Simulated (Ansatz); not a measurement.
Born–Oppenheimer molecular dynamics of BClFH$_{3}$O (7 atoms, charge 0, multiplicity 1). It starts at the highest image of a converged band, a first-order saddle point between two minima.

These are results of RKS PBE0-D4/def2-SVP (Ansatz 0.2.0), not measurements.

```json
{
 "ensemble": "NVE (velocity Verlet)",
 "time step": "0.5 fs",
 "steps asked": "200",
 "starting velocities drawn for": "100 K",
 "seed": "6778"
}
```

First frame:

```xyz
7
Properties=species:S:1:pos:R:3
B 0.053 -0.303 -0.079
Cl -0.058 0.148 2.127
H 1.065 0.248 -0.406
F -1.120 -0.011 -0.628
O 0.162 -1.717 0.340
H -0.684 -2.165 0.188
H 0.119 -1.230 1.485
```

(1) How far do the bonds stretch over the last three quarters of this one trajectory? (Pairs bonded in most of those frames.)

Results:

(1) 
```csv
bond,mean (Å),spread (Å),shortest,longest
B1–Cl2,1.811,0.078,1.69,2.01
B1–H3,1.207,0.016,1.18,1.23
B1–F4,1.356,0.036,1.30,1.40
O5–H6,0.970,0.014,0.94,1.00
O5–H7,0.972,0.024,0.93,1.01
```

Pairs bonded in part of these frames only: B1–O5 36 %.

Mean temperature of the second half: 484 K. The conserved energy stayed within 0.13 meV per atom of its start (net change -0.059 meV per atom), so the integration is sound. The kinetic energy rose, since the run started high on the potential surface and went downhill. It ends in pieces (BClFH + H2O), so much of that is their flight and rotation, not heat. A run of 0.1 ps of so small a system gives no equilibrium averages. The orbitals stay closed-shell, which can raise the energy where a bond breaks towards radicals; this wasn't checked here.

Time of the run: 7.5 min on 1 thread of AMD EPYC 7R43 64-Core Processor (Zen 3) (shared host), peak memory 0.18 GiB.
